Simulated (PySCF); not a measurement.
tetrachloroaluminate (AlCl₄), SMILES [Cl][Al-]([Cl])([Cl])[Cl], charge -1.

Geometry: B3LYP-D3(BJ)/def2-SVPD.

Calculation: CAM-B3LYP/def2-SVPD run with PySCF.

Gas-phase values at a fixed geometry.

- total energy: -2083.06745 hartree
- point group: Td
- highest occupied level: -5.92 eV
- lowest empty level: 3.70 eV
- orbital gap: 9.62 eV
- dipole moment about the centre of nuclear charge: 0.00 D
- mean static polarisability: 87.5 bohr³ (12.96 Å³)
- polarisability, principal values: 87.5, 87.5, 87.5 bohr³
